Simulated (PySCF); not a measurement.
C$_{2}$H$_{5}$BO$_{4}$ (SMILES CC(=O)OB(O)O), singlet, geometry from GFN2-xTB; CASSCF(4,4)/STO-3G run with PySCF.

Input for PySCF:
```python
from pyscf import gto, scf, mcscf
import numpy

mol = gto.M(
    atom='''
B     0.39686320    0.51855161    1.05611498
O    -0.02624839   -0.58910119    0.29015126
C    -0.37668784   -0.51255749   -0.99249825
C    -0.78419404   -1.84921561   -1.54366143
O    -0.36819918    0.51174447   -1.63346193
H    -1.03953569   -1.75370971   -2.59440270
H    -1.63742919   -2.22102364   -0.98135603
H     0.03326622   -2.55423632   -1.41476100
O     0.70372911    0.22308669    2.33062166
H     0.99056796    0.97590996    2.84806482
O     0.49014631    1.76598980    0.56809137
H     0.23868317    1.83718196   -0.36438058
''',
    basis='sto-3g',
    verbose=4,
)

mf = scf.RHF(mol)
mf.kernel()
mc = mcscf.CASSCF(mf, 4, 4)
mc.fix_spin_(ss=0.0)
mc.conv_tol = 1e-5
mc.kernel()
occ = numpy.linalg.eigvalsh(mc.fcisolver.make_rdm1(mc.ci, mc.ncas, mc.nelecas))[::-1]
ss = mc.fcisolver.spin_square(mc.ci, mc.ncas, mc.nelecas)[0]
print('natural occupations', occ.round(4), ' <S^2>', round(ss, 4))
```

Task: Predict the main parts of the log of this PySCF run.

Result: 
```
PySCF version 2.14.0

[INPUT] verbose = 4
[INPUT] num. atoms = 12
[INPUT] num. electrons = 54
[INPUT] charge = 0
[INPUT] spin (= nelec alpha-beta = 2S) = 0
[INPUT] symmetry False subgroup None
[INPUT] Mole.unit = angstrom
[INPUT] Symbol           X                Y                Z      unit          X                Y                Z       unit  Magmom
[...]
nuclear repulsion = 300.209617534587
number of shells = 26
number of NR pGTOs = 120
number of NR cGTOs = 40
basis = sto-3g
ecp = {}

******** <class 'pyscf.scf.hf.RHF'> ********
method = RHF
initial guess = minao
damping factor = 0
level_shift factor = 0
DIIS = <class 'pyscf.scf.diis.CDIIS'>
diis_start_cycle = 1
diis_space = 8
diis_damp = 0
SCF conv_tol = 1e-09
SCF conv_tol_grad = None
SCF max_cycles = 50
direct_scf = True
direct_scf_tol = 1e-13
Set gradient conv threshold to 3.16228e-05
Initial guess from minao.
init E= -399.305024590739
[...]
cycle= 1 E= -397.369725978184  delta_E= 1.94  |g|= 0.849  |ddm|= 4.49
[...]
cycle= 2 E= -397.57359820617  delta_E= -0.204  |g|= 0.429  |ddm|= 1.47
[...]
cycle= 3 E= -397.619131841601  delta_E= -0.0455  |g|= 0.0774  |ddm|= 0.533
[...]
cycle= 4 E= -397.621803983471  delta_E= -0.00267  |g|= 0.0322  |ddm|= 0.134
[...]
cycle= 5 E= -397.622307519921  delta_E= -0.000504  |g|= 0.00998  |ddm|= 0.0631
[...]
cycle= 6 E= -397.622384469297  delta_E= -7.69e-05  |g|= 0.00352  |ddm|= 0.0286
[...]
cycle= 7 E= -397.622393090729  delta_E= -8.62e-06  |g|= 0.000729  |ddm|= 0.0109
[...]
cycle= 8 E= -397.62239340691  delta_E= -3.16e-07  |g|= 0.000118  |ddm|= 0.00228
[...]
cycle= 9 E= -397.622393415172  delta_E= -8.26e-09  |g|= 1.71e-05  |ddm|= 0.000329
[...]
cycle= 10 E= -397.622393415325  delta_E= -1.53e-10  |g|= 4.91e-06  |ddm|= 4e-05
[...]
Extra cycle  E= -397.622393415337  delta_E= -1.13e-11  |g|= 1.68e-06  |ddm|= 8.54e-06
converged SCF energy = -397.622393415337

******** <class 'pyscf.mcscf.mc1step.CASSCF'> ********
CAS (2e+2e, 4o), ncore = 25, nvir = 11
max_cycle_macro = 50
max_cycle_micro = 4
conv_tol = 1e-05
conv_tol_grad = None
orbital rotation max_stepsize = 0.02
orbital rotation threshold for CI restart = 0.01
augmented hessian ah_max_cycle = 30
augmented hessian ah_conv_tol = 1e-12
augmented hessian ah_linear dependence = 1e-14
augmented hessian ah_level shift = 1e-08
augmented hessian ah_start_tol = 2.5
augmented hessian ah_start_cycle = 3
augmented hessian ah_grad_trust_region = 3
kf_trust_region = 3
kf_interval = 4
ci_response_space = 4
ci_grad_trust_region = 3
[...]
CASCI E = -397.637650333294  S^2 = 0.0000000
[...]
macro iter  15 ( 21 JK    4 micro), CASSCF E = -397.692702884542  dE = -3.53937384e-05  S^2 = 0.0000000
               |grad[o]|=0.0092  |grad[c]|=0.0244  |ddm|=0.0091  |maxRot[o]|=0.00659
macro iter  16 ( 21 JK    4 micro), CASSCF E = -397.692723146753  dE = -2.02622112e-05  S^2 = 0.0000000
               |grad[o]|=0.00914  |grad[c]|=0.0236  |ddm|=0.00852  |maxRot[o]|=0.00286
macro iter  17 ( 11 JK    2 micro), CASSCF E = -397.692729423286  dE = -6.27653230e-06  S^2 = 0.0000000
               |grad[o]|=0.0091  |grad[c]|=0.00843  |ddm|=0.000705  |maxRot[o]|=0.00086
macro iter  18 ( 21 JK    4 micro), CASSCF E = -397.694050560759  dE = -1.32113747e-03  S^2 = 0.0000000
               |grad[o]|=0.00909  |grad[c]|=0.0179  |ddm|=0.00674  |maxRot[o]|=0.0479
macro iter  19 ( 21 JK    4 micro), CASSCF E = -397.695874781729  dE = -1.82422097e-03  S^2 = 0.0000000
               |grad[o]|=0.00774  |grad[c]|=0.00815  |ddm|=0.00284  |maxRot[o]|=0.0873
macro iter  20 ( 11 JK    2 micro), CASSCF E = -397.695925282291  dE = -5.05005623e-05  S^2 = 0.0000000
               |grad[o]|=0.00496  |grad[c]|=0.00336  |ddm|=0.000821  |maxRot[o]|=0.00973
macro iter  21 ( 21 JK    4 micro), CASSCF E = -397.695927820937  dE = -2.53864579e-06  S^2 = 0.0000000
               |grad[o]|=0.00476  |grad[c]|=0.0173  |ddm|=0.00545  |maxRot[o]|=0.0016
macro iter  22 ( 16 JK    3 micro), CASSCF E = -397.696684668304  dE = -7.56847367e-04  S^2 = 0.0000000
               |grad[o]|=0.00476  |grad[c]|=0.014  |ddm|=0.00446  |maxRot[o]|=0.0618
macro iter  23 ( 10 JK    2 micro), CASSCF E = -397.696813244876  dE = -1.28576572e-04  S^2 = 0.0000000
               |grad[o]|=0.00254  |grad[c]|=0.00178  |ddm|=0.000597  |maxRot[o]|=0.0184
macro iter  24 (  5 JK    1 micro), CASSCF E = -397.696958379990  dE = -1.45135114e-04  S^2 = 0.0000000
               |grad[o]|=0.00192  |grad[c]|=0.00624  |ddm|=0.00141  |maxRot[o]|=0.0427
macro iter  25 (  1 JK    1 micro), CASSCF E = -397.696958381569  dE = -1.57876912e-09  S^2 = 0.0000000
               |grad[o]|=0.00026  |grad[c]|=5.42e-05  |ddm|=3.67e-05  |maxRot[o]|=    0
1-step CASSCF converged in  25 macro (444 JK  86 micro) steps
CASSCF canonicalization
Density matrix diagonal elements [1.98001958 1.90788472 0.08495478 0.02714092]
CASSCF energy = -397.696958381569
CASCI E = -397.696958381569  E(CI) = -6.17928370314712  S^2 = 0.0000000
natural occupations [1.9803 1.9101 0.0895 0.0201]  <S^2> 0.0
```
